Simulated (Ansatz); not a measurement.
`O[CH2][Ga]([F])[Cl]` and `O[CH2][Ga]([OH])[F]` differ in one atom or group.

Ansatz, PBE0-D4/def2-TZVP geometries, multiplicity 1. Each molecule was computed in one conformer, which needn't be the lowest.

Scalar relativity is left out up to krypton.

```
                               property  `O[CH2][Ga]([F])[Cl]`
HOMO–LUMO gap (ωB97M-V/def2-TZVPP) / eV                  10.79
    HOMO–LUMO gap (PBE/def2-TZVPP) / eV                   4.59
  HOMO–LUMO gap (B3LYP/def2-TZVPP) / eV                   6.32
   HOMO–LUMO gap (PBE0/def2-TZVPP) / eV                   6.82
  LUMO energy (ωB97M-V/def2-TZVPP) / eV                   0.56
      LUMO energy (PBE/def2-TZVPP) / eV                  -1.94
```

Problem. Give the same properties after the change, and the shifts. (Best estimate.)

Solution. Ansatz gave: 
| property | `O[CH2][Ga]([OH])[F]` | shift |
| --- | --- | --- |
| HOMO–LUMO gap (ωB97M-V/def2-TZVPP) / eV | 11.02 | 0.23 |
| HOMO–LUMO gap (PBE/def2-TZVPP) / eV | 4.65 | 0.06 |
| HOMO–LUMO gap (B3LYP/def2-TZVPP) / eV | 6.45 | 0.13 |
| HOMO–LUMO gap (PBE0/def2-TZVPP) / eV | 7.03 | 0.21 |
| LUMO energy (ωB97M-V/def2-TZVPP) / eV | 0.98 | 0.42 |
| LUMO energy (PBE/def2-TZVPP) / eV | -1.61 | 0.33 |

With PBE0 the HOMO rises by 0.22 eV and the LUMO rises by 0.43 eV, so the gap widens by about 0.21 eV. PBE moves the HOMO by 0.28 eV and ωB97M-V by 0.19 eV.

B3LYP here is the variant with VWN-RPA as its local correlation; programs differ in this.
